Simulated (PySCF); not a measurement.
# Vibration and rotation of CsAs

BP86 constants of CsAs, ³Σ⁻ (triplet), unpaired electrons π ↑↑ (Cs def2-SVP with ECP46, As def2-SVP; scalar-relativistic core potentials (PySCF 2.14); masses 132.9054 and 74.9216 u):

* ωe: 109.8 cm⁻¹
* ωexe: 0.34 cm⁻¹
* Be: 0.029316 cm⁻¹
* αe: 0.000115 cm⁻¹
* D (centrifugal): 8.35e-09 cm⁻¹
* De to Cs + As: 1.30 eV

Task: Give the vibrational terms G(v) and spacings up to v = 6.

Result: G(v) = ωe(v+½) − ωexe(v+½)².

```csv
v,G(v) (cm⁻¹),G(v) − G(v−1),Bv (cm⁻¹)
0,54.8,,0.02926
1,163.9,109.1,0.02914
2,272.4,108.4,0.02903
3,380.1,107.8,0.02891
4,487.2,107.1,0.02880
5,593.6,106.4,0.02868
6,699.3,105.7,0.02857
```

Task: How well does the Morse estimate ωe²/(4ωexe) reproduce De, and what is D0?

Result: It gives 1.10 eV, 85 % of the computed De. D0 = De − G(0) = 1.30 − 0.01 = 1.29 eV.

These are scalar-relativistic numbers at best; spin–orbit coupling would shift them, the dissociation energy most. The state was picked by a PBE0 search and need not be the measured ground state.
